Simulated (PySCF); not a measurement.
# Circular dichroism: `C=C(F)[Se][C@H]1C[C@@H]1C`, C6H9FSe

Geometry:
| atom | x (Å) | y (Å) | z (Å) |
| --- | --- | --- | --- |
| C1 | 2.977 | 1.558 | 0.924 |
| C2 | 1.784 | 1.358 | 0.392 |
| F3 | 0.660 | 1.683 | 1.049 |
| Se4 | 1.444 | 0.635 | -1.345 |
| C5 | -0.412 | 0.137 | -1.056 |
| C6 | -0.879 | -1.214 | -1.513 |
| C7 | -0.743 | -0.926 | -0.051 |
| C8 | -1.962 | -0.762 | 0.818 |
| H9 | 3.862 | 1.281 | 0.380 |
| H10 | 3.090 | 2.002 | 1.897 |
| H11 | -1.087 | 0.977 | -1.164 |
| H12 | -0.160 | -1.875 | -1.974 |
| H13 | -1.870 | -1.282 | -1.937 |
| H14 | 0.095 | -1.393 | 0.455 |
| H15 | -2.781 | -0.325 | 0.252 |
| H16 | -2.283 | -1.729 | 1.201 |
| H17 | -1.740 | -0.113 | 1.662 |

Computed with TDDFT BHandHLYP/def2-SVPD circular dichroism and optical rotation, one conformer, gas phase in PySCF. Geometry: GFN2-xTB.

The molecule is flexible and this is one conformer; a measurement averages over conformers. The calculation is non-relativistic, which matters for the atoms heavier than Zn. States above about 7.2 eV (minus the energy of the highest occupied orbital) lie near or above the ionisation threshold and depend on the basis.

**Question.** Assign R or S to each stereocentre.

**Answer.** C5 S, C7 S.

**Question.** Which excitations and rotatory strengths does the calculation give?

**Answer.** Rotatory strengths R in 10⁻⁴⁰ esu² cm², velocity form and length form (origin at the centre of mass); f in length form.
```tsv
state	E (eV)	λ (nm)	f	R (velocity)	R (length)	main
1	4.76	261	0.008	-10.6	-9.6	HOMO→LUMO 0.84
2	5.93	209	0.140	+15.3	+15.2	HOMO→LUMO+1 0.92
3	6.03	206	0.082	+4.7	+5.7	HOMO→LUMO+2 0.84
4	6.26	198	0.009	-28.8	-30.3	HOMO→LUMO+3 0.65, HOMO→LUMO+6 0.13
5	6.78	183	0.026	+13.9	+13.9	HOMO→LUMO+4 0.73, HOMO→LUMO+5 0.13
6	7.00	177	0.038	-7.8	-8.1	HOMO→LUMO+6 0.64, HOMO→LUMO+3 0.14
7	7.24	171	0.043	-11.1	-11.3	HOMO→LUMO+5 0.51, HOMO→LUMO+7 0.09
8	7.39	168	0.131	-7.3	-10.5	HOMO−2→LUMO 0.61
9	7.47	166	0.028	-14.0	-11.9	HOMO−1→LUMO 0.64
10	7.60	163	0.031	-9.8	-9.1	HOMO→LUMO+7 0.49, HOMO→LUMO+5 0.14
11	7.75	160	0.035	+5.5	+6.1	HOMO→LUMO+8 0.47, HOMO→LUMO+11 0.13
12	7.96	156	0.013	-23.3	-20.8	HOMO→LUMO+9 0.55, HOMO−1→LUMO+2 0.08
13	8.00	155	0.004	-1.0	-1.0	HOMO−3→LUMO 0.65
14	8.08	153	0.098	+51.8	+50.8	HOMO−2→LUMO+1 0.23, HOMO→LUMO+9 0.18
15	8.17	152	0.016	+23.0	+22.5	HOMO−1→LUMO+1 0.23, HOMO−1→LUMO+2 0.15
16	8.23	151	0.030	-41.2	-43.6	HOMO−2→LUMO+1 0.26, HOMO→LUMO+10 0.21
```

Among the states computed, the strongest CD band (largest |R|) is state 14. The largest dissymmetry factor in size, g = 4R/(D+G), with D and G the electric and magnetic dipole strengths, is -0.041 for state 4 (velocity form, f = 0.007), among bands with |R| over 0.5. The mirror image has the same energies and oscillator strengths and all R with the opposite sign.
